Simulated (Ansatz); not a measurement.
The cluster Cu₃Sn₂⁺, relaxed as a singlet with RKS PBE-D4/def2-SVP in Ansatz, starting from the GFN1-xTB geometry. Force threshold 0.02 eV/Å.

In the def2 sets Sn takes a core potential; there is no spin–orbit coupling. The relaxation made no stability test and no search for a lower SCF solution. No other spin state of charge 1 was run. The structure comes from a short search, and lower isomers may exist.

Start:

```xyz
5

Cu   -0.492    0.137    1.621
Cu    0.701    0.146   -0.509
Cu   -0.656   -0.303   -2.311
Sn    1.524    1.645    1.370
Sn   -1.078   -1.625   -0.171
```

Q: Estimate the energy that the relaxation releases and the steps that it takes.

A: 113.0 kJ/mol, in 13 steps; 34 s on 4 threads of Arm Neoverse V1 on a shared host. No frequencies were taken in this run, so the end may be a saddle point.

Q: Does the start keep its bonding?

A: Bonds formed: Cu1–Cu3, Sn4–Sn5 (atoms count from 1). The end is the same structure that another start reached.

Q: Predict the relaxed structure.

A: 
```xyz
5

Cu   -1.070    0.671    0.681
Cu    0.911    0.591   -0.937
Cu   -1.312   -0.280   -1.591
Sn    1.423    0.601    1.710
Sn    0.048   -1.584    0.138
```
Bond lengths (bridged metal pairs left out): 5 × Cu–Sn 2.56 to 2.70 Å; 3 × Cu–Cu 2.48 to 2.56 Å; 1 × Sn–Sn 3.02 Å.
